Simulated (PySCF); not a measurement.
Computed IR spectrum (relative IR intensity) of a molecule CH6O3Si. The structure is a stationary point at PBE-D3(BJ)/def2-SVP. The values are those of a single conformer. Computed with PySCF 2.14.0 with PBE-D3(BJ)/def2-SVP. Frequencies are harmonic and unscaled.

Lines under 2 % of the strongest are left out, and lines within 2 cm⁻¹ are merged.

| ν (cm⁻¹) | relative intensity |
|---|---|
| 33 | 27 |
| 237 | 7.5 |
| 290 | 4.6 |
| 306 | 43 |
| 739 | 19 |
| 751 | 20 |
| 800 | 64 |
| 887 | 19 |
| 924 | 100 |
| 1229 | 9.0 |
| 3768 | 49 |

Q: Pick the molecule that these values belong to.
A. C[Si](O)(O)O
B. CO[SiH](O)O
C. OC[SiH](O)O

A: A, C[Si](O)(O)O
